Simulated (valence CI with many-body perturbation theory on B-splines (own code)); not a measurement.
## Al⁸⁺: electric-dipole lines

Computed by configuration interaction combined with many-body perturbation theory (CI+MBPT): three valence electrons over a frozen Dirac-Fock core [He], a basis of 11 s, 11 p, 9 d, 7 f, 5 g, 2 h, 1 i functions for each j, with the one-electron correlation potential Σ1 (screened to all orders), the two-electron term Σ2, the three-electron term Σ3, Breit, model QED; selected single and double excitations, second order for the rest, scaled by the run's own slope (own B-spline code, finite nucleus).

No measured levels were compared; by estimate levels of excited configurations hold to 0.05 to 0.15 % of their energy, terms of the ground configuration to about 0.5 %.

Lines 1 to 50 of 240 in falling wavelength, among levels below 1953600 cm⁻¹, chosen from the strongest by gf and those to the six lowest levels. Wavelengths and rates use the calculated energies, so an error of 300 cm⁻¹ moves a line at 206.1 nm by 0.62 % and its rate by three times that or more. Electric multipoles are in the length gauge, E1 and E2 with the static RPA response of the core. Weak lines are less certain than strong ones. Lines between different terms over intervals too small for the method are left out, as are lines whose strength nearly cancels. Where a level lies close to another of its J and parity, the split of strength between their lines is uncertain. The highest levels of a list are the least certain.

Names give the largest LS component (configuration and term), which can be under half, so a name can repeat, a term be missing and a line seem to break the LS rules; names also repeat where a configuration has a term twice. Letters in brackets count levels of one name in rising energy.

```csv
λ vac (nm),Upper,Lower,A (s⁻¹),S (a.u.)
206.1,2s.2p.3d 4D°_7/2,2s.2p.3p 4P_5/2,7.02e+07,2.42e+00
205.6,2s.2p.3d 4D°_5/2,2s.2p.3p 4P_3/2,4.86e+07,1.25e+00
201.7,2s.2p.3d 4D°_3/2,2s.2p.3p 4P_1/2,3.69e+07,5.98e-01
181.1,2s.2p.3d 4P°_5/2,2s.2p.3p 4P_5/2,4.23e+07,7.44e-01
178.7,2s.2p.3d 2F°_7/2 [b],2s.2p.3p 2D_5/2 [b],1.25e+08,2.81e+00
177.6,2s.2p.3d 4F°_5/2,2s.2p.3p 4D_5/2,3.35e+07,5.55e-01
176.9,2s.2p.3d 2F°_5/2 [b],2s.2p.3p 2D_3/2 [b],1.12e+08,1.83e+00
175.2,2s.2p.3d 4F°_9/2,2s.2p.3p 4D_7/2,1.62e+08,4.29e+00
174.8,2s.2p.3d 4F°_3/2,2s.2p.3p 4D_1/2,7.57e+07,7.98e-01
174.1,2s.2p.3d 4F°_5/2,2s.2p.3p 4D_3/2,8.82e+07,1.38e+00
173.3,2s.2p.3d 4F°_7/2,2s.2p.3p 4D_5/2,1.48e+08,3.03e+00
168.4,2s.2p.3d 2P°_3/2,2s.2p.3p 2S_1/2 [a],1.11e+08,1.04e+00
167.3,2s.2p.3d 4F°_5/2,2s.2p.3p 2P_3/2 [a],4.48e+07,6.20e-01
163.5,2s.2p.3d 2P°_1/2,2s.2p.3p 2S_1/2 [a],1.29e+08,5.56e-01
154.9,2s.2p.3p 4D_5/2,2s.2p.3s 4P°_5/2,6.87e+07,7.55e-01
152.5,2s.2p.3d 2D°_5/2 [b],2s.2p.3p 2P_3/2 [b],1.50e+08,1.58e+00
151.3,2s.2p.3d 2D°_3/2 [b],2s.2p.3p 2P_1/2 [b],1.24e+08,8.49e-01
150.5,2s.2p.3p 4D_3/2,2s.2p.3s 4P°_3/2,9.04e+07,6.09e-01
150.3,2s.2p.3p 2D_5/2 [a],2s.2p.3s 2P°_3/2 [a],2.74e+08,2.75e+00
150.0,2s.2p.3p 2D_3/2 [a],2s.2p.3s 2P°_1/2 [a],2.21e+08,1.47e+00
149.5,2s.2p.3d 2D°_3/2 [b],2s.2p.3p 2D_3/2 [b],7.27e+07,4.80e-01
149.4,2s.2p.3d 2D°_5/2 [b],2s.2p.3p 2D_5/2 [b],5.77e+07,5.69e-01
148.8,2s.2p.3p 4D_7/2,2s.2p.3s 4P°_5/2,2.97e+08,3.86e+00
148.5,2s.2p.3p 4D_1/2,2s.2p.3s 4P°_1/2,1.74e+08,5.63e-01
148.4,2s.2p.3d 4P°_5/2,2s.2p.3p 4S_3/2,1.72e+08,1.66e+00
148.0,2s.2p.3p 4D_5/2,2s.2p.3s 4P°_3/2,2.23e+08,2.14e+00
147.9,2s2.3d 2D_5/2,2s2.3p 2P°_3/2,2.44e+08,2.34e+00
146.9,2s.2p.3p 4D_3/2,2s.2p.3s 4P°_1/2,1.12e+08,7.03e-01
146.3,2s.2p.3d 4P°_3/2,2s.2p.3p 4S_3/2,1.25e+08,7.75e-01
145.8,2s2.3d 2D_3/2,2s2.3p 2P°_1/2,2.11e+08,1.29e+00
145.0,2s.2p.3d 4P°_1/2,2s.2p.3p 4S_3/2,1.49e+08,4.49e-01
143.9,2s.2p.3p 2D_3/2 [b],2s.2p.3s 2P°_3/2 [b],8.49e+07,4.99e-01
143.6,2s.2p.3p 2D_3/2 [b],2s.2p.3s 2P°_1/2 [b],1.60e+08,9.34e-01
143.3,2s.2p.3p 2D_5/2 [b],2s.2p.3d 4P°_3/2,5.16e+07,4.50e-01
143.0,2s.2p.3p 2D_5/2 [b],2s.2p.3s 2P°_3/2 [b],2.17e+08,1.88e+00
142.1,2s.2p.3p 2P_1/2 [b],2s.2p.3s 2P°_1/2 [b],1.86e+08,5.25e-01
140.3,2s.2p.3d 4D°_7/2,2s.2p.3p 4D_7/2,6.64e+07,7.25e-01
140.2,2s.2p.3p 2P_3/2 [b],2s.2p.3s 2P°_3/2 [b],1.54e+08,8.36e-01
140.0,2s.2p.3p 2P_3/2 [b],2s.2p.3s 2P°_1/2 [b],1.20e+08,6.49e-01
137.9,2s2.3p 2P°_1/2,2s2.3s 2S_1/2,3.40e+08,8.81e-01
135.9,2s.2p.3d 2F°_7/2 [a],2s.2p.3p 2D_5/2 [a],3.79e+08,3.76e+00
135.6,2s.2p.3d 2F°_5/2 [a],2s.2p.3p 2D_3/2 [a],3.54e+08,2.61e+00
135.5,2s2.3p 2P°_3/2,2s2.3s 2S_1/2,3.59e+08,1.76e+00
131.4,2s.2p.3d 2D°_5/2 [a],2s.2p.3p 4D_3/2,6.67e+07,4.48e-01
128.6,2s.2p.3p 4S_3/2,2s.2p.3s 4P°_5/2,1.65e+08,6.92e-01
127.5,2s.2p.3d 2D°_5/2 [a],2s.2p.3p 2P_3/2 [a],2.04e+08,1.25e+00
125.9,2s.2p.3d 2D°_3/2 [a],2s.2p.3p 2P_1/2 [a],1.78e+08,7.01e-01
123.8,2s.2p.3p 4S_3/2,2s.2p.3s 4P°_3/2,1.98e+08,7.42e-01
121.4,2s.2p.3p 4S_3/2,2s.2p.3s 4P°_1/2,1.25e+08,4.42e-01
119.1,2s.2p.3p 2S_1/2 [b],2s.2p.3s 2P°_3/2 [b],2.31e+08,3.86e-01
```
